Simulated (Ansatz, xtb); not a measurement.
Relative energy of two isomers of F2GeH3OSi+

Structure X is `F[SiH2][OH+][Ge][F]`, a singlet and structure Y is `F[SiH](F)[OH+][GeH]`, a singlet. Both are isolated ions in the gas phase, relaxed with B3LYP-D3(BJ)/def2-SVP; the shapes shown needn't be the lowest conformers.

X (Å):

```yaml
atoms:
  - { symbol: F, position_ang: [0.7615, 0.9763, -2.6340] }
  - { symbol: F, position_ang: [-1.8654, -1.9974, -0.3172] }
  - { symbol: Ge, position_ang: [-0.3537, -0.3467, -2.5369] }
  - { symbol: O, position_ang: [-0.2488, -0.0953, -0.4995] }
  - { symbol: Si, position_ang: [-1.1049, -1.0335, 0.7290] }
  - { symbol: H, position_ang: [0.3528, 0.6359, -0.2544] }
  - { symbol: H, position_ang: [-0.0951, -1.7537, 1.5179] }
  - { symbol: H, position_ang: [-2.0276, -0.1202, 1.4183] }
```

Y (Å):

```xyz
8

F    -1.0652   -2.1884   -0.8864
F    -1.6601    0.0548    0.3605
Ge    0.2799   -0.6528    2.8546
O     0.5772   -1.0446    0.8500
Si   -0.5523   -0.7490   -0.4547
H     0.1067   -0.0057   -1.5225
H     1.4046   -1.5144    0.6333
H     1.7085   -1.3355    3.0730
```

Question: Estimate which is lower in electronic energy at CCSD(T)/def2-SVP + ΔMP2/def2-TZVPP, and by roughly how much.

Answer: Not settled: CCSD(T)/def2-SVP + ΔMP2/def2-TZVPP gives E(Y) − E(X) = −3.0 kcal/mol, but this leans on the basis-set step: CCSD(T) alone gives +0.3 kcal/mol.

How the difference moves with the method:

```
                             level               geometry  E(Y) − E(X) (kcal/mol)  departure from the last row (kcal/mol)  job, with rough time for the two
             B3LYP-D3(BJ)/def2-SVP  B3LYP-D3(BJ)/def2-SVP                      +2.7                                    +5.7                optimisation, 40 s
                       HF/def2-SVP  B3LYP-D3(BJ)/def2-SVP                      −1.8                                    +1.2           part of the CCSD(T) run
                      MP2/def2-SVP  B3LYP-D3(BJ)/def2-SVP                      +1.0                                    +4.0           part of the CCSD(T) run
                  CCSD(T)/def2-SVP  B3LYP-D3(BJ)/def2-SVP                      +0.3                                    +3.4                      single point
CCSD(T)/def2-SVP + ΔMP2/def2-TZVPP  B3LYP-D3(BJ)/def2-SVP                      −3.0                                                        single point, 20 s
```

As drawn, Y has 1 F–Si, 1 Ge–H in place of 1 F–Ge, 1 Si–H.

B3LYP-D3(BJ)/def2-SVP, MP2/def2-SVP put the two in the other order. CCSD(T)/def2-SVP finds them nearly level. The largest departure from CCSD(T)/def2-SVP + ΔMP2/def2-TZVPP is that of B3LYP-D3(BJ)/def2-SVP, 5.7 kcal/mol. Levels run at GFN2-xTB geometries aren't shown. The last row adds to CCSD(T) the change of the MP2 difference between the two basis sets, here −3.4 kcal/mol, a large step that makes the value less sure.

With harmonic frequencies from B3LYP-D3(BJ)/def2-SVP (ideal gas, rigid rotor, one conformer each, 298.15 K, 1 atm): on the last row, ΔE + ΔZPE = −3.4 kcal/mol. A mode under 50 cm⁻¹ makes harmonic enthalpies and free energies unreliable, so none is given.

The correlated steps freeze 17 core orbitals; the filled d shell of Ge is correlated, in a basis made for valence electrons. Codes used: Ansatz 0.2.0; the last row on 2 threads of Intel(R) Xeon(R) 6975P-C (Granite Rapids) on a shared host.
